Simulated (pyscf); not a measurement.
# HO–SnH(OH)–Cl (SMILES [OH][SnH]([OH])[Cl]), singlet

Gas-phase minimum from PySCF at ωB97X-D3(BJ)/def2-SVP, one conformer. 

```
Sn
O 1 1.9600
H 2 0.9653 1 113.36
O 1 1.9670 2 109.02 3 -47.03
H 4 0.9660 1 111.60 2 114.80
H 1 1.6880 2 108.26 3 -171.56
Cl 1 2.3372 6 112.35 2 120.43
```
Charge 0, spin multiplicity 1.

Properties at ωB97X-D3(BJ)/def2-SVP:

| Quantity | Result |
|---|---|
| Harmonic wavenumbers, unscaled | 99, 143, 175, 190, 229, 393, 565, 578, 653, 667, 850, 862, 2059, 3888, 3899 cm⁻¹ |
| Zero-point energy | 21.8 kcal/mol |
| Rotational symmetry number | 1 |
| Entropy of this conformer at 298 K and 1 atm, rigid rotor and harmonic oscillator, modes under 100 cm⁻¹ raised to 100 | 354.1 J/(mol K) |
| Dipole moment | 0.68 D |

Single-point totals, which compare only within one level (frozen core for MP2 and CC):

```csv
level,total energy (hartree)
ωB97X-D3(BJ)/def2-TZVP,-827.02562
PBE/def2-TZVP,-826.56446
r²SCAN/def2-TZVP,-826.89355
B3LYP-D3(BJ)/def2-TZVP,-827.01205
PBE0-D3(BJ)/def2-TZVP,-826.61095
M06-2X/def2-TZVP,-826.78068
ωB97M-D3(BJ)/def2-TZVP,-827.03271
HF/def2-TZVPP,-824.48680
MP2/def2-TZVPP,-825.48582
CCSD/def2-TZVPP,-825.49917
CCSD(T)/def2-TZVPP,-825.53571
```

Soft torsions are taken as harmonic, which can shift the entropy by several J/(mol K). The CCSD(T) − MP2 part came from Ansatz, without density fitting, on the same reference. The frozen core leaves the outer d or s,p core shells of the metals and heavy elements correlated in the MP2 and CC values, and def2-TZVPP describes them poorly, so these totals are far from the basis limit. Elements past Kr carry the def2 core potentials, without spin-orbit coupling.
